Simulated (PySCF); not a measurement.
An unknown is described by computed data only.

Formula: C3H9N3Si2.

- 13C NMR: chemical shifts (computed TMS as zero) by class: 126.5 (1 C), 39.6 (1 C), 38.5 (1 C) ppm [GIAO PBE0/pcSseg-1]
- UV, first state: lowest singlet excitation: 4.83 eV (257 nm, f = 0.001) [TDDFT PBE0/def2-SVPD]
- Polarisability: 100.3 au [PBE0/def2-SVPD]
- Rotational structure: rotational constants A, B, C: 2.703, 0.930, 0.792 GHz [GFN2-xTB]
- 1H NMR: chemical shifts (computed TMS as zero) by class: 5.39 (1 H), 5.29 (1 H), 5.26 (1 H), 2.72 (3 H), 2.72 (1 H), 2.60 (1 H), -0.06 (1 H) ppm [GIAO PBE0/pcSseg-1]
- NMR, other nuclei: isotropic shieldings of nuclei other than C and H, by class: -89 (1 N), 252 (1 N), 261 (1 N), 374 (1 Si), 390 (1 Si) ppm [GIAO PBE0/pcSseg-1]

Gas-phase values; electronic properties from PySCF, density fitting. Levels stand in brackets. One conformer (not necessarily the lowest) at the GFN2-xTB geometry, without solvent, vibrations or thermal averaging. NMR classes are plain means over equivalent atoms (diastereotopic ones count apart unless rotation or inversion swaps them), as if these changed places fast.

Problem. Give a SMILES that accounts for the data.

Solution. Numbering: `[CH3:1][N:2]1[CH2:3][Si@H:4]([C:5]#[N:6])[NH:7][SiH2:8]1`. Its formula, C3H9N3Si2, gives 3 degrees of unsaturation: 1 ring and 2 π bonds in the structure found. 3 carbons fall into 3 classes; from least to most shielded: cyano carbon [C5] (126.5 ppm), ring sp3 carbon bound to nitrogen [C3] (39.6 ppm), N-methyl carbon [C1] (38.5 ppm). Hydrogen classes from least to most shielded: 1 H on an SiH2 silicon, Si8 (5.39 ppm), 1 H on an SiH2 silicon, Si8 (5.29 ppm), 1 H on an SiH silicon, Si4 (5.26 ppm), 3 H on an N-methyl carbon, C1 (2.72 ppm), 1 H on an sp3 carbon bound to nitrogen, C3 (2.72 ppm), 1 H on an sp3 carbon bound to nitrogen, C3 (2.60 ppm), 1 H on a nitrogen bridging silicon atoms, N7 (-0.06 ppm). The other shieldings belong to: -89 ppm, cyano nitrogen [N6]; 252 ppm, nitrogen bridging silicon atoms [N7]; 261 ppm, silicon-bound nitrogen [N2]; 374 ppm, SiH2 silicon [Si8]; 390 ppm, SiH silicon [Si4]. S1 is mainly HOMO→LUMO (weight 0.98); the largest Löwdin shares of the orbital it empties are 0.54 on the silicon-bound nitrogen, 0.09 on the sp3 carbon bound to nitrogen, 0.08 on the N-methyl carbon and 0.08 on the SiH2 silicon, of the orbital it fills 0.24 on the SiH silicon, 0.22 on the cyano carbon, 0.20 on the cyano nitrogen and 0.06 on the nitrogen bridging silicon atoms. The optimised geometry has point group C1 and is an asymmetric top. Structure: `CN1C[Si@H](C#N)N[SiH2]1`. Computed isomers that give other values at the same levels: `N#C[C@@H]1C[Si@@H]1[SiH](N)N` (13C chemical shifts (computed TMS as zero) by class: 132.6 (1 C), 7.9 (1 C), -8.7 (1 C) ppm); `N#C[C@@H]1C[Si@H]1[SiH](N)N` (13C chemical shifts (computed TMS as zero) by class: 128.7 (1 C), 7.0 (1 C), -7.2 (1 C) ppm); `C=CN([SiH3])[Si@H](N)C#N` (13C chemical shifts (computed TMS as zero) by class: 146.7 (1 C), 123.9 (1 C), 95.1 (1 C) ppm). The assignments are read from this structure; whether some other isomer fits the data as well wasn't checked. The mirror image fits equally.
